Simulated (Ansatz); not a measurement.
Reactions of ClH2Sb (`[Cl][SbH2]`).

Isolated molecules relaxed with PBE0-D4/def2-TZVP in Ansatz; ΔE leaves out vibrations. CBS: MP2 limit from def2 TZ/QZ plus the TZ coupled-cluster correction, frozen cores. This one scheme is used for every species, atoms too. Functionals use def2-TZVPP. No spin–orbit coupling; open shells (•) take unrestricted orbitals. Spin–orbit coupling would lower the free atoms: a little for Cl. Elements past krypton have def2 core potentials. Bonds to Sb are less sure, by a few kJ/mol each and by 10 to 20 or more in all where they break to atoms, as the def2 sets lack core-valence functions. Each species was taken in one conformer, which may not be the lowest.

```csv
reaction,CCSD/CBS(def2) (kcal/mol),PBE0-D4 (kcal/mol),MP2/CBS(def2) (kcal/mol),r2SCAN-D4 (kcal/mol)
`[Cl][SbH2]` + `CC(=N)O` → `C/C(O)=[N]\[SbH2]` + HCl,19.9,20.1,17.6,19.7
`[Cl][SbH2]` + Cl• → `[Cl][SbH]`• + HCl,-37.5,-39.5,-41.6,-40.3
`[Cl][SbH2]` + `C=NCO` → `C=NC[O][SbH2]` + HCl,14.4,15.4,13.3,14.1
`[Cl][SbH2]` + `[OH]`• → `[Cl][SbH]`• + H₂O,-56.1,-55.5,-63.5,-55.1
```

(1) Give the CCSD(T)/CBS values in the same order. (Estimate.)

Largest T1 diagnostic: 0.015, for `C/C(O)=[N]\[SbH2]`.

Answers

(1) The calculation gave: 18.6, -38.3, 13.4, -57.2 kcal/mol.
